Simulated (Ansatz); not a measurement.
`F[SiH]1[SiH2][GeH2]1`, one more setting.

```yaml
crystal:
  periodic: [false, false, false]
  atoms:
    - {symbol: F, position_ang: [-1.729629, 1.204108, -1.630547]}
    - {symbol: Si, position_ang: [-0.802425, 0.261276, -1.121669]}
    - {symbol: Si, position_ang: [1.068689, 0.506516, 0.161594]}
    - {symbol: Ge, position_ang: [-0.399260, -1.035340, 0.919852]}
    - {symbol: H, position_ang: [-0.389697, -0.561333, -2.377351]}
    - {symbol: H, position_ang: [0.938103, 1.971248, 1.335759]}
    - {symbol: H, position_ang: [2.406401, 0.627904, -0.003362]}
    - {symbol: H, position_ang: [-0.293443, -2.471945, 0.693840]}
    - {symbol: H, position_ang: [-1.293266, -0.662404, 2.105512]}
basis:
  gaussian: {orbitals: ANO-RCC-VTZP, point_charges: [{charge: 2.00, position_ang: [6.344, -0.587, 0.516]}]}
hamiltonian: {xc: {name: B97M-V}}
```

```sh
$ ansatz run in.yaml --threads 4 --pin off --events-out ev --progress --plain --max-ram 10444MiB
```

Shortened log:

```
Functional definition: B97M-V
1637 factors; their error is unknown
mean field evaluation 1: about -75680.2294 eV, gradient 3.9e1 eV
mean field evaluation 2: about -75677.5769 eV, gradient 5.6e1 eV
mean field evaluation 4: about -75683.2207 eV, gradient 2.6e0 eV
mean field evaluation 8: about -75683.2491 eV, gradient 6.7e-2 eV
mean field evaluation 16: about -75683.2008 eV, gradient 2.7e-4 eV
mean field -75683.20078822 eV, -2781.3063290511 hartree, gradient 3.2e-5 eV, S^2 0.000000; 0 other end points of the search recorded, 0 dependent functions left out
reference -75683.20090807 eV, -2781.3063334556 hartree; 37, 37 occupied and 174, 174 virtual orbitals, 1637 factors
Total energy: -75683.20090807 eV, -2781.3063334556 hartree
Relativity: scalar
```

Run time 16 s (4 threads of an Arm Neoverse V1 on a shared host); peak host memory 0.52 GiB.
